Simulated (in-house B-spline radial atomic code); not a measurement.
Sb. Computed with a B-spline radial atomic code. Model: all-electron spherical atom, spin shells full or empty, radial basis limit, no spin-orbit coupling, Breit or QED, empty-state partial waves extrapolated as (l+1/2)^-4, RPA, G0W0 and static COHSEX of the highest shell as one setting changes (uncorrelated shells keep exact exchange).

Empty levels are discrete states of a finite basis, so the steps are uneven.

Given: element Sb; charge 0; filled core Kr; hamiltonian one-electron scalar X2C; mean-field start PBE; highest l of empty states 9; nuclear rms radius 4.6802 fm; lowest nl shells left uncorrelated 7; highest mean-field shell 5p up; box radius 40 bohr.

Shell: 4d 5 5, 5s 1 1, 5p 3 0 (electrons up and down).

```json
{"highest empty level kept (hartree)": "1", "RPA correlation energy (hartree)": "-0.21193", "G0W0 level (eV)": "-8.303", "G0W0 minus most complete (meV)": "564.6", "COHSEX level (eV)": "-9.3518", "linearised minus solved G0W0 (meV)": "-85.1"}
{"highest empty level kept (hartree)": "2", "RPA correlation energy (hartree)": "-0.48702", "G0W0 level (eV)": "-8.5234", "G0W0 minus most complete (meV)": "344.1", "COHSEX level (eV)": "-9.901", "linearised minus solved G0W0 (meV)": "-103.4"}
{"highest empty level kept (hartree)": "3.5", "RPA correlation energy (hartree)": "-0.62554", "G0W0 level (eV)": "-8.6366", "G0W0 minus most complete (meV)": "230.9", "COHSEX level (eV)": "-10.21", "linearised minus solved G0W0 (meV)": "-114.3"}
{"highest empty level kept (hartree)": "6", "RPA correlation energy (hartree)": "-0.8303", "G0W0 level (eV)": "-8.7527", "G0W0 minus most complete (meV)": "114.8", "COHSEX level (eV)": "-10.523", "linearised minus solved G0W0 (meV)": "-126.6"}
{"highest empty level kept (hartree)": "10", "RPA correlation energy (hartree)": "-0.96417", "G0W0 level (eV)": "-8.8018", "G0W0 minus most complete (meV)": "65.7", "COHSEX level (eV)": "-10.669", "linearised minus solved G0W0 (meV)": "-132.3"}
{"highest empty level kept (hartree)": "18", "RPA correlation energy (hartree)": "-1.0919", "G0W0 level (eV)": "-8.8335", "G0W0 minus most complete (meV)": "34", "COHSEX level (eV)": "-10.767", "linearised minus solved G0W0 (meV)": "-136"}
{"highest empty level kept (hartree)": "30", "RPA correlation energy (hartree)": "-1.209", "G0W0 level (eV)": "-8.8522", "G0W0 minus most complete (meV)": "15.3", "COHSEX level (eV)": "-10.835", "linearised minus solved G0W0 (meV)": "-138.3"}
{"highest empty level kept (hartree)": "60", "RPA correlation energy (hartree)": "?", "G0W0 level (eV)": "?", "G0W0 minus most complete (meV)": "?", "COHSEX level (eV)": "?", "linearised minus solved G0W0 (meV)": "?"}
{"highest empty level kept (hartree)": "120", "RPA correlation energy (hartree)": "-1.2999", "G0W0 level (eV)": "-8.866", "G0W0 minus most complete (meV)": "1.6", "COHSEX level (eV)": "-10.891", "linearised minus solved G0W0 (meV)": "-140"}
{"highest empty level kept (hartree)": "250", "RPA correlation energy (hartree)": "?", "G0W0 level (eV)": "?", "G0W0 minus most complete (meV)": "?", "COHSEX level (eV)": "?", "linearised minus solved G0W0 (meV)": "?"}
{"highest empty level kept (hartree)": "600", "RPA correlation energy (hartree)": "-1.3069", "G0W0 level (eV)": "-8.8675", "G0W0 minus most complete (meV)": "0.1", "COHSEX level (eV)": "-10.898", "linearised minus solved G0W0 (meV)": "-140.1"}
{"highest empty level kept (hartree)": "2000", "RPA correlation energy (hartree)": "-1.3073", "G0W0 level (eV)": "-8.8676", "G0W0 minus most complete (meV)": "0", "COHSEX level (eV)": "-10.899", "linearised minus solved G0W0 (meV)": "-140.2"}
```

What follows for highest empty level kept = 60?

RPA correlation energy -1.267 hartree; G0W0 level -8.8607 eV; G0W0 minus most complete 6.8 meV; COHSEX level -10.871 eV; linearised minus solved G0W0 -139.3 meV.

What follows for highest empty level kept = 250?

RPA correlation energy -1.3053 hartree; G0W0 level -8.8671 eV; G0W0 minus most complete 0.5 meV; COHSEX level -10.896 eV; linearised minus solved G0W0 -140.1 meV.
